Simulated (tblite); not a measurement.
Species: C8H3ClF (doublet state).
Numbering: `[C:1]#[C:2]/[C:3]([F:4])=[CH:5]/[C:6]#[C:7][C:8](=[CH2:9])[Cl:10]` (hydrogens: H11 on C5; H12, H13 on C9)
Bond orders are those of one Lewis drawing.

Computed with GFN2-xTB (tblite), gas phase: L-BFGS steps from a force-field or distance-geometry start until the largest atomic force falls under 0.01 eV/Å.

Step 32: E = -752.2384 eV
```
atom  x, y, z in Å  |  force x, y, z in eV/Å
C1      4.8617    0.1259   -0.9482   -0.067  -0.027   0.023
C2      3.7407   -0.1287   -0.5397    0.055   0.009  -0.032
C3      2.3641    0.0085   -0.3179    0.065   0.036   0.023
F4      1.9993    0.8367    0.6739    0.006   0.031  -0.030
C5      1.4071   -0.6441   -1.0319    0.042  -0.012   0.040
C6      0.0644   -0.5270   -0.7132   -0.092  -0.039   0.030
C7     -1.0838   -0.3525   -0.3556    0.010  -0.006   0.016
C8     -2.4175   -0.1970    0.0345   -0.095  -0.049   0.014
C9     -2.9485    0.9649    0.4209    0.015  -0.033   0.001
Cl10   -3.3780   -1.6581   -0.0004    0.076   0.080  -0.056
H11     1.7088   -1.3205   -1.8153   -0.001  -0.013  -0.045
H12    -3.9827    1.0397    0.7055    0.029   0.029   0.018
H13    -2.3400    1.8526    0.4484   -0.045  -0.006  -0.003
```

Step 33: E = -752.2399 eV
```
atom  x, y, z in Å  |  force x, y, z in eV/Å
C1      4.8630    0.1243   -0.9548   -0.105  -0.025   0.036
C2      3.7419   -0.1238   -0.5416    0.088  -0.018  -0.057
C3      2.3648    0.0079   -0.3188    0.081   0.046   0.029
F4      2.0041    0.8424    0.6693   -0.025   0.025  -0.039
C5      1.4082   -0.6529   -1.0264    0.047   0.002   0.037
C6      0.0646   -0.5350   -0.7100   -0.087  -0.012   0.030
C7     -1.0822   -0.3409   -0.3566    0.023  -0.038   0.011
C8     -2.4176   -0.1911    0.0299   -0.093  -0.043   0.018
C9     -2.9542    0.9659    0.4231    0.018  -0.029   0.016
Cl10   -3.3716   -1.6568   -0.0163    0.075   0.088  -0.054
H11     1.7125   -1.3323   -1.8071   -0.012  -0.004  -0.024
H12    -3.9875    1.0363    0.7115    0.021   0.015   0.007
H13    -2.3505    1.8564    0.4590   -0.032  -0.006  -0.010
```

Step 34: E = -752.2413 eV
```
atom  x, y, z in Å  |  force x, y, z in eV/Å
C1      4.8625    0.1248   -0.9618   -0.100  -0.025   0.037
C2      3.7435   -0.1231   -0.5428    0.092  -0.026  -0.071
C3      2.3666    0.0074   -0.3197    0.061   0.032   0.028
F4      2.0086    0.8494    0.6630   -0.045   0.022  -0.040
C5      1.4096   -0.6614   -1.0203    0.029   0.007   0.030
C6      0.0642   -0.5427   -0.7066   -0.043   0.019   0.026
C7     -1.0806   -0.3293   -0.3572    0.027  -0.059   0.009
C8     -2.4183   -0.1854    0.0255   -0.046  -0.014   0.017
C9     -2.9596    0.9668    0.4260    0.014  -0.019   0.028
Cl10   -3.3619   -1.6545   -0.0342    0.041   0.059  -0.050
H11     1.7150   -1.3450   -1.7982   -0.021   0.011   0.004
H12    -3.9921    1.0326    0.7174    0.003   0.002  -0.001
H13    -2.3619    1.8607    0.4702   -0.012  -0.009  -0.017
```

Step 35: E = -752.2421 eV
```
atom  x, y, z in Å  |  force x, y, z in eV/Å
C1      4.8608    0.1264   -0.9664   -0.035  -0.020   0.016
C2      3.7449   -0.1256   -0.5433    0.042  -0.023  -0.055
C3      2.3685    0.0070   -0.3199    0.019   0.006   0.019
F4      2.0106    0.8545    0.6578   -0.042   0.027  -0.032
C5      1.4108   -0.6660   -1.0160    0.006   0.004   0.022
C6      0.0639   -0.5466   -0.7044    0.026   0.034   0.016
C7     -1.0795   -0.3231   -0.3572    0.001  -0.053   0.018
C8     -2.4189   -0.1819    0.0230    0.010   0.012   0.012
C9     -2.9627    0.9671    0.4284    0.004  -0.007   0.032
Cl10   -3.3540   -1.6521   -0.0466   -0.004   0.014  -0.046
H11     1.7155   -1.3529   -1.7921   -0.022   0.020   0.021
H12    -3.9948    1.0301    0.7207   -0.011  -0.007  -0.003
H13    -2.3696    1.8635    0.4772    0.006  -0.008  -0.019
```

Q: Estimate the geometry and energy of step 36. (The exact step hangs on the optimiser's Hessian estimate; all steps are aligned on step 35, rigid shifts and turns removed.)

A: E = -752.2426 eV, largest force 0.070 eV/Å
```
atom  x, y, z in Å  |  force x, y, z in eV/Å
C1      4.8592    0.1284   -0.9697    0.014  -0.019   0.001
C2      3.7462   -0.1293   -0.5434   -0.001  -0.010  -0.035
C3      2.3703    0.0063   -0.3196   -0.009  -0.010   0.010
F4      2.0107    0.8581    0.6535   -0.027   0.030  -0.024
C5      1.4118   -0.6685   -1.0133   -0.009   0.000   0.016
C6      0.0643   -0.5471   -0.7031    0.057   0.038   0.012
C7     -1.0785   -0.3200   -0.3570   -0.013  -0.039   0.023
C8     -2.4187   -0.1793    0.0217    0.037   0.020   0.009
C9     -2.9646    0.9673    0.4307    0.000   0.000   0.028
Cl10   -3.3490   -1.6504   -0.0549   -0.031  -0.013  -0.043
H11     1.7152   -1.3582   -1.7876   -0.019   0.019   0.024
H12    -3.9970    1.0280    0.7223   -0.014  -0.010  -0.003
H13    -2.3742    1.8652    0.4815    0.015  -0.007  -0.016
```

The energy changes by -0.0005 eV. The first-order estimate −F·Δx gives -0.0007 eV and the mean of the old and new forces, exact on a quadratic surface, -0.0005 eV. The step makes an angle of 76° with the force vector and moves no atom by more than 0.010 Å.

What follows is the cost of the whole relaxation. Hardware: an Arm Neoverse V2 with one thread, shared host. Cost: 0.62 s.
